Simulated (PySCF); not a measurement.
# Zn(OH)2, singlet: computed properties

Level of theory: PySCF, PBE0, basis Zn def2-TZVP, O def2-TZVP, H def2-TZVP (no relativity, density fitting).

The structure is a minimum.

Coordinates in bohr (charge 0 multiplicity 1):
```
Zn    0.0000    0.0000    0.0307
O     3.3286   -0.1790   -0.1279
O    -3.3286    0.1790   -0.1279
H     4.0861   -1.3643    1.0139
H    -4.0861    1.3643    1.0139
```

```
Point group                                                                   : C2
Bond lengths                                                                  : O–H 0.959 Å (×2), Zn–O 1.766 Å (×2)
Bond angles                                                                   : H–O–Zn 115.0° (×2), O–Zn–O 174.6°
Lowest empty level                                                            : -1.05 eV
Rotational symmetry number                                                    : 2
Enthalpy at 298.15 K above 0 K                                                : 15.88 kJ/mol
Rotational constants                                                          : 11.92, 0.1532, 0.1531 cm⁻¹
Principal quadrupole moments (Buckingham, traceless) about the centre of mass : -10.72, 3.26, 7.45 D Å
Dipole moment                                                                 : 1.99 D
Zero-point energy                                                             : 67.3 kJ/mol
Atomisation energy without zero-point energy                                  : 1453 kJ/mol
Principal polarisabilities                                                    : 23.7, 23.8, 38.4 bohr³
Heat capacity Cp at 298.15 K                                                  : 69.8 J/(mol K)
Entropy at 298.15 K and 1 bar                                                 : 285.6 J/(mol K)
Highest occupied level                                                        : -8.41 eV
```

Harmonic modes (masses in u: Zn 63.929, O 15.995, H 1.008):
```json
{"symmetry": "a", "ω (cm⁻¹)": "141", "IR (km/mol)": "112", "μ (u)": "1.63"}
{"symmetry": "b", "ω (cm⁻¹)": "172", "IR (km/mol)": "11.4", "μ (u)": "5.06"}
{"symmetry": "a", "ω (cm⁻¹)": "178", "IR (km/mol)": "1.2", "μ (u)": "2.33"}
{"symmetry": "a", "ω (cm⁻¹)": "612", "IR (km/mol)": "0.4", "μ (u)": "11.95"}
{"symmetry": "b", "ω (cm⁻¹)": "747", "IR (km/mol)": "228", "μ (u)": "3.94"}
{"symmetry": "a", "ω (cm⁻¹)": "787", "IR (km/mol)": "22.2", "μ (u)": "1.09"}
{"symmetry": "b", "ω (cm⁻¹)": "791", "IR (km/mol)": "17.9", "μ (u)": "1.41"}
{"symmetry": "b", "ω (cm⁻¹)": "3910", "IR (km/mol)": "93.7", "μ (u)": "1.07"}
{"symmetry": "a", "ω (cm⁻¹)": "3911", "IR (km/mol)": "15.9", "μ (u)": "1.07"}
```

In C2 the vibrations span 5a + 4b.

Charges (e):
```csv
atom,Mulliken,Löwdin,polar tensor,Mayer order to Zn1
Zn1,0.64,0.45,1.01,–
"O2,3",-0.64,-0.39,-0.74,1.02
"H4,5",0.32,0.16,0.24,0.01
```
Other Mayer orders above 0.3: O–H 0.89 (×2).

Mulliken populations on Zn1: s 6.80, p 12.48, d 10.08, f 0.00.

Stability towards spin polarisation was not tested. Other isomers or separated fragments may lie lower.

The final relaxation and frequency run took 62 s on 2 threads of a shared AMD EPYC 7R43 64-Core (Zen 3) host, with 122 basis functions and 15 gradients; the process peaked at 1.6 GiB.
